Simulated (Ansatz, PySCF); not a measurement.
CH₇F₂GeNSi (SMILES C[N]([GeH3])[SiH](F)F), singlet, at a GFN2-xTB geometry, with bond 3-1 at 1.8 times its length. Base run: CASSCF(6,4)/STO-3G (PySCF).

Input for PySCF:
```python
from pyscf import gto, scf, mcscf
import numpy

mol = gto.M(
    atom='''
Si   -0.58107732   -1.33940473    0.44536325
F    -1.97412999   -0.86767485   -0.17208944
F     0.03205556   -3.79423960   -0.91795409
N     0.56978421   -0.16906683   -0.01764640
C     1.98807377   -0.48290537    0.07887385
Ge    0.17283135    1.62724895   -0.12218958
H    -0.79180111   -1.65160465    1.84014167
H     2.15832412   -1.53243185   -0.15449799
H     2.54350814    0.13038078   -0.63464690
H     2.38240127   -0.27963802    1.07987067
H     0.60295198    2.30500352    1.15248763
H     1.01120356    2.15113349   -1.24978634
H    -1.28783919    1.77564710   -0.35118356
''',
    basis='sto-3g',
    verbose=4,
)

mf = scf.RHF(mol)
mf.kernel()
mc = mcscf.CASSCF(mf, 4, 6)
mc.fix_spin_(ss=0.0)
mc.kernel()
occ = numpy.linalg.eigvalsh(mc.fcisolver.make_rdm1(mc.ci, mc.ncas, mc.nelecas))[::-1]
ss = mc.fcisolver.spin_square(mc.ci, mc.ncas, mc.nelecas)[0]
print('natural occupations', occ.round(4), ' <S^2>', round(ss, 4))
```

Programs used: Ansatz (a program for electronic structure), PySCF; a row that names a program was run with it.

Variants of this job, named by their change:

```tsv
change	ΔE vs base (mEh)	natural occupations	<S^2> of the state
base	0.000	2.00 2.00 1.33 0.67	0.00
orbitals = fixed (CASCI); correction = SC-NEVPT2	-187.4	2.00 2.00 1.35 0.65	0.00
code = ansatz	0.022	-	-
correction = SC-NEVPT2	-182.2	2.00 2.00 1.33 0.67	0.00
active space = 8 electrons, 8 orbitals	-54.574	1.99 1.98 1.98 1.33 0.67 0.02 0.02 0.02	0.00
active space = 8 electrons, 9 orbitals	-55.892	1.98 1.98 1.98 1.33 0.67 0.02 0.02 0.02 0.00	0.00
state_average = 2 states	0.022	-	-
active space = 2 electrons, 2 orbitals	0.222	1.33 0.67	0.00
orbitals = fixed (CASCI)	8.703	2.00 2.00 1.35 0.65	0.00
fix_spin_ = off	0.000	2.00 2.00 1.33 0.67	0.00
conv_tol = 1e-5	0.214	2.00 2.00 1.33 0.67	0.00
```

Active orbitals are taken around the Fermi level unless the row says otherwise; CASSCF can end in different local minima, and two programs can end on different orbitals. State-averaged rows give the lowest state.
